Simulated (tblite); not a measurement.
C5H8F2S (charge +1 and doublet state).
Numbering: `[CH3:1][S+:2]/[C:3]([CH3:4])=[CH:5]\[CH:6]([F:7])[F:8]` (hydrogens: H9, H10, H11 on C1; H12, H13, H14 on C4; H15 on C5; H16 on C6)

The geometry is computed with GFN2-xTB (gas phase). This method treats the open shell by occupation alone, without spin polarisation.

Entries marked ? are missing. Bonds in one row agree within 0.01 Å.

| coordinate | value |
| --- | --- |
| C1–S2 | ? |
| S2–C3 | 1.747 Å |
| C3–C4 | ? |
| C3=C5 | 1.359 Å |
| C5–C6 | 1.495 Å |
| C6–F7 | ? |
| C6–F8 | ? |
| C1–H9, C1–H10, C1–H11 | 1.088 Å |
| C4–H12, C4–H13, C4–H14 | 1.089 Å |
| C5–H15 | 1.084 Å |
| C6–H16 | 1.110 Å |
| C1–S2–C3 | 103.9° |
| S2–C3–C4 | 119.9° |
| S2–C3–C5 | 119.0° |
| C4–C3–C5 | ? |
| C3–C5–C6 | 128.1° |
| C5–C6–F7 | ? |
| C5–C6–F8 | ? |
| F7–C6–F8 | ? |

Task: Estimate the withheld lengths and angles.

Result: 
- C1–S2 = 1.789 Å, drawn single (ends: carbon bonded to S and 3 H; sulfur bonded to 2 C); 0.02 Å below the sum of covalent radii, 1.81 Å.
- C3–C4 = 1.483 Å, drawn single (ends: carbon bonded to 2 C and S; carbon bonded to C and 3 H); 0.01 Å below the sum of covalent radii, 1.49 Å.
- C6–F7 = 1.353 Å, drawn single (ends: carbon bonded to C, 2 F and H; fluorine bonded to C); 0.02 Å above the sum of covalent radii, 1.33 Å.
- C6–F8 = 1.342 Å, drawn single (ends: carbon bonded to C, 2 F and H; fluorine bonded to C); 0.01 Å above the sum of covalent radii, 1.33 Å.
- C4–C3–C5 = 121.1°, at the carbon bonded to 2 C and S; the outer atoms are 2.476 Å apart.
- C5–C6–F7 = 112.8°, at the carbon bonded to C, 2 F and H; the outer atoms are 2.373 Å apart.
- C5–C6–F8 = 110.4°, at the carbon bonded to C, 2 F and H; the outer atoms are 2.332 Å apart.
- F7–C6–F8 = 107.4°, at the carbon bonded to C, 2 F and H; the outer atoms are 2.172 Å apart.

Radii are Cordero's, carbon taken as 0.76, 0.73 or 0.69 Å for four, three, and two or fewer neighbours.

Its GFN2-xTB frequencies are all real (lowest 37 cm⁻¹). Torsions: C1–S2–C3–C4 -4°, C3–C5–C6–F7 -10°. 3 starts were optimised and ended at 0.00, 0.00 and 4.46 kcal/mol (GFN2-xTB); the lowest of these is shown.

The run took 0.53 s of wall time on an Arm Neoverse V2 with one thread, on a shared host. That covers the optimisation of the geometry.

One conformer stands for the species.
